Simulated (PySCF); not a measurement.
**Correlation energy of N²⁺ (nitrogen, charge +2)**

[He] 2s1 2p1 3d1, one real determinant (an excited configuration). Computed with PySCF 2.14 in aug-cc-pCVTZ-DK with one added diffuse shell each of s, p, d, f type (8s7p5d3f, 75 functions), with scalar relativity by spin-free X2C-1e. Frozen: nothing; 5 electrons correlated.

MP2 pair energies summed by pair of shells (mhartree):

| pair | energy | share (%) |
| --- | --- | --- |
| 1s-1s | -36.85 | 67.1 |
| 1s-2p | -4.37 | 8.0 |
| 1s-2s | -4.04 | 7.4 |
| 2s-2p | -3.89 | 7.1 |
| 2s-3d | -3.58 | 6.5 |
| 2p-3d | -2.03 | 3.7 |
| 1s-3d | -0.12 | 0.2 |

Total MP2 correlation energy: -54.88 mhartree.

Same-spin part -12.17 and opposite-spin part -42.71 mhartree; SCS-MP2 scales them by 1/3 and 6/5 to -55.31 mhartree.

The reference is one real determinant that mixes LS terms of this configuration.
